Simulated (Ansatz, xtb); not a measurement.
Molecule: CH₃AlF (charge +1, singlet). It need not be the lowest isomer of its formula. 
Coordinates optimised at B3LYP-D3(BJ)/def2-TZVP (Ansatz, a quantum-chemistry and plane-wave program):
SMILES: [CH3][Al+][F]
```xyz
6

Al     0.0001    -0.1021     0.0684
C     -0.0022     1.4873    -0.9953
H     -0.7308     2.1858    -0.5791
H     -0.2744     1.2229    -2.0190
H      0.9975     1.9257    -0.9716
F      0.0021    -1.4367     0.9614
```
Charge +1, spin multiplicity 1.

Harmonic wavenumbers from GFN2-xTB (xtb, at its own minimum), cm⁻¹: 220, 220, 568, 698, 698, 928, 1176, 1294, 1295, 2906, 2908, 2909.

Give the harmonic wavenumbers at B3LYP-D3(BJ)/def2-TZVP (Ansatz, finite differences of forces, unscaled).

146, 146, 569, 757, 757, 995, 1224, 1418, 1418, 3033, 3129, 3129 cm⁻¹. Zero-point energy 23.9 kcal/mol.

From these and the geometry, give the ideal-gas thermochemistry at 298.15 K and 1 atm (rigid rotor, harmonic oscillator).

Point group C3v, rotational symmetry number 3. Rotational constants 156.2, 4.594, 4.594 GHz. S(trans) 38.25, S(rot) 19.92, S(vib) 6.61, S(elec, spin only) 0.00, S 64.8 cal/(mol K). H(298) - H(0) 3.45 kcal/mol; G - E(el) 8.0 kcal/mol.
